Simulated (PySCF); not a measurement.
## Basis-set dependence of population analyses: `O=C1CCN[SiH2]1`

C3H7NOSi.
Geometry (PBE0-D3(BJ)/def2-SVP, Å), atoms numbered from 1 in this order:
```xyz
13
C3H7NOSi angstrom
O     -0.1587   -2.5888    0.0092
C     -0.0430   -1.3922    0.0899
C     -1.2109   -0.4166    0.1684
C     -0.7646    0.9534   -0.3404
N      0.6290    1.1372    0.0452
Si     1.5704   -0.3128    0.1413
H     -1.4665   -0.3496    1.2419
H     -2.0862   -0.8256   -0.3572
H     -1.3918    1.7490    0.0946
H     -0.9102    1.0031   -1.4382
H      0.9891    2.0773   -0.0516
H      2.3682   -0.4404    1.3985
H      2.4812   -0.6129   -1.0097
```

PBE0 throughout (PySCF), one geometry, spherical d and f functions. Isolated species at its PBE0-D3(BJ)/def2-SVP geometry (one conformer only). Atoms taken as equivalent share a column and are averaged. The first 7 of 10 kinds of atom are listed.

Mulliken charges (e):

```csv
basis,functions,O1,C2,C3,C4,N5,Si6,H7/H8
STO-3G,41,-0.189,+0.017,-0.175,-0.066,-0.506,+0.676,+0.089
6-31G,72,-0.405,+0.122,-0.395,-0.133,-0.901,+0.828,+0.211
pcSseg-0,72,-0.455,-0.021,-0.542,-0.196,-1.046,+1.038,+0.280
6-31G*,102,-0.396,+0.236,-0.432,-0.173,-0.742,+0.542,+0.211
cc-pVDZ,123,-0.209,-0.007,-0.063,+0.052,-0.340,+0.374,+0.068
def2-SVP,123,-0.215,-0.097,-0.071,+0.102,-0.470,+0.544,+0.074
aug-cc-pVDZ,205,-0.571,+0.350,+0.262,+0.995,-0.434,-0.256,-0.136
"6-311+G(2d,p)",212,-0.388,+0.073,-0.238,-0.287,-0.623,+0.742,+0.165
def2-TZVP,234,-0.274,+0.062,-0.138,-0.115,-0.452,+0.293,+0.123
cc-pVTZ,282,-0.255,+0.081,-0.171,-0.081,-0.279,+0.281,+0.109
IGLO-III,289,-0.400,+0.144,-0.235,-0.193,-0.478,+0.817,+0.133
pcSseg-2,321,-0.350,+0.046,-0.014,+0.120,-0.577,+0.676,+0.063
```

IAO charges (e):

```csv
basis,functions,O1,C2,C3,C4,N5,Si6,H7/H8
STO-3G,41,-0.178,-0.025,-0.308,-0.180,-0.561,+0.774,+0.145
6-31G,72,-0.347,+0.138,-0.326,-0.158,-0.646,+0.652,+0.170
pcSseg-0,72,-0.329,+0.117,-0.334,-0.154,-0.641,+0.667,+0.171
6-31G*,102,-0.371,+0.155,-0.319,-0.138,-0.671,+0.768,+0.162
cc-pVDZ,123,-0.364,+0.157,-0.320,-0.138,-0.666,+0.754,+0.161
def2-SVP,123,-0.364,+0.149,-0.314,-0.133,-0.662,+0.773,+0.159
aug-cc-pVDZ,205,-0.389,+0.167,-0.325,-0.143,-0.686,+0.763,+0.166
"6-311+G(2d,p)",212,-0.391,+0.161,-0.326,-0.145,-0.696,+0.798,+0.167
def2-TZVP,234,-0.389,+0.160,-0.326,-0.143,-0.696,+0.807,+0.166
cc-pVTZ,282,-0.385,+0.161,-0.327,-0.144,-0.690,+0.792,+0.166
IGLO-III,289,-0.392,+0.159,-0.327,-0.145,-0.698,+0.808,+0.167
pcSseg-2,321,-0.391,+0.160,-0.327,-0.143,-0.697,+0.806,+0.167
```

Some averages cover members that differ in this geometry, most widely: H7/H8, Mulliken in aug-cc-pVDZ -0.197 to -0.074; H7/H8, Mulliken in cc-pVDZ +0.055 to +0.080 e.

Question: Which scheme is steadiest as the basis changes?

Answer: Largest range over the bases for any column: IAO 0.21 e, Mulliken 1.29 e. IAO charges move least and Mulliken charges most, counted in e. Without the minimal STO-3G basis the ranges are IAO 0.16, Mulliken 1.29 e.

Question: How much do the charges still move between the two largest bases, IGLO-III and pcSseg-2?

Answer: At most, over all atoms: Mulliken 0.313 e, IAO 0.002 e.

Question: What do the same runs give for the total energy, the frontier levels and the dipole moment?

Answer: 
| basis | energy (Eh) | HOMO (eV) | LUMO (eV) | μ (D) |
| --- | --- | --- | --- | --- |
| STO-3G | -531.0914 | -3.42 | 2.80 | 1.93 |
| 6-31G | -537.4546 | -6.50 | -0.86 | 3.42 |
| pcSseg-0 | -536.6605 | -6.68 | -1.07 | 3.43 |
| 6-31G* | -537.5658 | -6.35 | -0.78 | 3.40 |
| cc-pVDZ | -537.5999 | -6.38 | -0.88 | 3.34 |
| def2-SVP | -537.3178 | -6.48 | -0.98 | 3.41 |
| aug-cc-pVDZ | -537.6221 | -6.63 | -1.24 | 3.58 |
| 6-311+G(2d,p) | -537.6763 | -6.65 | -1.26 | 3.64 |
| def2-TZVP | -537.6984 | -6.59 | -1.17 | 3.59 |
| cc-pVTZ | -537.6911 | -6.55 | -1.11 | 3.50 |
| IGLO-III | -537.7041 | -6.63 | -1.23 | 3.61 |
| pcSseg-2 | -537.7057 | -6.64 | -1.22 | 3.60 |

The dipole is fixed by the density alone, so its range of 1.71 D shows that the density itself changes with the basis, not only its division among atoms.
